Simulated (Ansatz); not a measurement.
Ansatz (an electronic-structure program) input (B3LYP/def2-TZVPD):

Ansatz 0.2 input:
```yaml
crystal:
  periodic: [false, false, false]
  atoms:
    - {symbol: C, position_ang: [0.74148865, -1.28653962, -0.32335225]}
    - {symbol: Se, position_ang: [-0.21388692, 0.36606753, 0.09144170]}
    - {symbol: H, position_ang: [1.78584965, -1.11162642, -0.05722648]}
    - {symbol: H, position_ang: [0.67976908, -1.50618972, -1.38615624]}
    - {symbol: H, position_ang: [0.35760483, -2.10924229, 0.27447826]}
basis:
  gaussian:
    orbitals: def2-TZVPD
hamiltonian:
  xc: {name: B3LYP}
total_charge: -1
```

Output:

```
Functional definition: B3LYP
integrals: 0.04 GiB planned
771 factors; their error is unknown
mean field: 0.39 GiB planned
mean field evaluation 1: about -66436.8263 eV, gradient 2.4e1 eV
mean field evaluation 2: about -66436.5632 eV, gradient 2.6e1 eV
mean field evaluation 4: about -66437.8623 eV, gradient 4.5e-1 eV
mean field evaluation 8: about -66438.0845 eV, gradient 5.3e-2 eV
mean field -66438.08446437 eV, -2441.5545707146 hartree, gradient 5.1e-5 eV, S^2 0.000000; 0 other end points of the search recorded, 0 dependent functions left out
reference -66438.08468710 eV, -2441.5545788998 hartree; 22, 22 occupied and 99, 99 virtual orbitals, 771 factors
Total energy: -66438.08468710 eV, -2441.5545788998 hartree
```

This state (charge -1, singlet) is run at the relaxed geometry of the species with charge 0 and multiplicity 2.
